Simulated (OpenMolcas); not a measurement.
# Cu2+: moving the ligands

Cu2+ with 4 ligands (bromide) in tetrahedral coordination (Td) at 2.48 Å. A charge of +0.5 e stands 2.4 Å behind each ligand. Ligand basis ANO-RCC-VDZP.

```
Program             : OpenMolcas 26.06
Method              : CASSCF
Basis               : ANO-RCC-VDZP [5s4p2d1f]
Scalar Hamiltonian  : DKH2, point nucleus
Active space        : 9 electrons in 5 orbitals (3d)
State averaging     : 2S+1 = 2 even, 5 roots
Spin-orbit coupling : RASSI with atomic mean-field integrals over the reference wave functions
```

Runs around this geometry, states (labels of Td). Energies in cm-1 above the lowest state or level, χT in cm3 K/mol; under a threefold ground state the first gap can be a small split of the lowest multiplet, not the spin-orbit step; 10Dq is the gap between the two states; 10Dq is negative for this site.

```json
{"R (Å)": "2.34", "Ground state": "2T2", "First state of that spin": "2E 2088", "10Dq": "-2088", "First gap with spin-orbit (degeneracies)": "662.2 (2, 4)", "χT at 300 K": "0.945"}
{"R (Å)": "2.48", "Ground state": "2T2", "First state of that spin": "2E 1475", "10Dq": "-1475", "First gap with spin-orbit (degeneracies)": "567.9 (2, 4)", "χT at 300 K": "1.076"}
{"R (Å)": "2.53", "Ground state": "2T2", "First state of that spin": "2E 1307", "10Dq": "-1307", "First gap with spin-orbit (degeneracies)": "530.1 (2, 4)", "χT at 300 K": "1.124"}
```

Taking |10Dq| as R^-n, n = -ln(1307 / 2088) / ln(2.53 / 2.34) = 6.0 between the shortest and longest distance. The point-charge formula for a cubic d site gives n = 5.

An orbital triplet at a regular site is open to Jahn-Teller coupling, which can distort the site and quench the lowest spin-orbit gaps and is left out. Ligand-to-metal charge-transfer states are missing. With metal d orbitals alone and no dynamic correlation the field as a rule comes out too small, by tens of per cent, by up to half for chloride and softer ligands, and with too little covalency χT stands high. No measured value stands beside these numbers; the geometry was imposed, not optimised, and the real ion may take another.
